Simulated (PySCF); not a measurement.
Ge: excitation energy

Ge [Ar] 3d10 4s2 4p2 (3P) → Ge [Ar] 3d10 4s1 4p3 (5S), as a difference of total energies. All numbers are calculated (PySCF 2.14, scalar relativity through the core potential, in aug-cc-pwCVDZ-PP with ECP10MDF (6s5p4d1f, 48 functions)). Correlated levels: valence: 3s2 3p6 3d10 frozen. The calculations carry no spin-orbit coupling.

Question: Order these methods by the excitation energy they give, lowest first.
A. SCS-MP2 (valence)
B. UHF
C. MP2 (valence)
D. CCSD(T) (valence)

Answer: B (3.513 eV), C (4.282 eV), D (4.578 eV), A (4.629 eV).

Errors of the correlated levels include the incompleteness of this basis and the frozen core.

For comparison: 5.078 eV (measured; NIST levels, between the centres of gravity of the two terms).
